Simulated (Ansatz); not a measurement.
Which method gave which barrier?

Saddle point of ZnH$_{4}$OF$_{2}$, closed shell (ZnH₂O ([OH][ZnH]) + HF + HF → ZnHOF ([OH][Zn][F]) + HF + H₂; bonds formed: Zn1–F5, H2–H6, H4–F7; bonds broken: Zn1–H2, H4–F5, H6–F7), PBE0-D4/def2-TZVP structure:

```xyz
8
angstrom
Zn 0.0404 -0.5744 0.4413
H 1.1472 -0.3936 -0.8388
O -0.1556 -1.8242 1.7001
H -0.4039 1.4510 -0.8137
F -0.9830 1.0782 0.0837
H 0.8560 0.4229 -1.2267
F 0.3832 1.4974 -1.6472
H -0.8843 -1.6574 2.3015
```

Computed with Ansatz 0.2.0 (basis: def2-TZVPP, with def2-QZVPP for the basis limit); correlated methods freeze the cores. The 3s and 3p shells of Cu and Zn are frozen; filled d shells are correlated. Extrapolation: Hartree–Fock as exp(−7.88 √X), correlation as X^−2.97. Four methods, as single points on the PBE0-D4 structures, gave these electronic barriers from the start structure: 0.106, 0.331, 0.520, 0.839 eV.

(1) The methods were, in alphabetical order, CCSD(T), HF, r2SCAN-D4, SPW92. Which gave which? (Judge from chemistry; the calculation decides.)

No T1 diagnostic of these runs exceeds 0.016.

Answers

(1) By the calculation: SPW92 0.106; r2SCAN-D4 0.331; CCSD(T) 0.520; HF 0.839 eV. For comparison, CCSD(T) at an estimated basis limit (MP2 extrapolated from triple and quadruple zeta, plus CCSD(T) − MP2 in triple zeta) gives 0.483 eV.

Labels in which every atom is bracketed show which atoms are joined, not bond orders.

For scale, one of the runs: CCSD(T)/def2-TZVPP, 213 basis functions, launched by `ansatz run in.yaml --threads 8 --pin off --events-out ev --progress --plain --max-ram 19148MiB`. The run took 54 s on 8 CPU threads of an Arm Neoverse V1 (shared host), with 3.3 GiB of host memory at its peak.
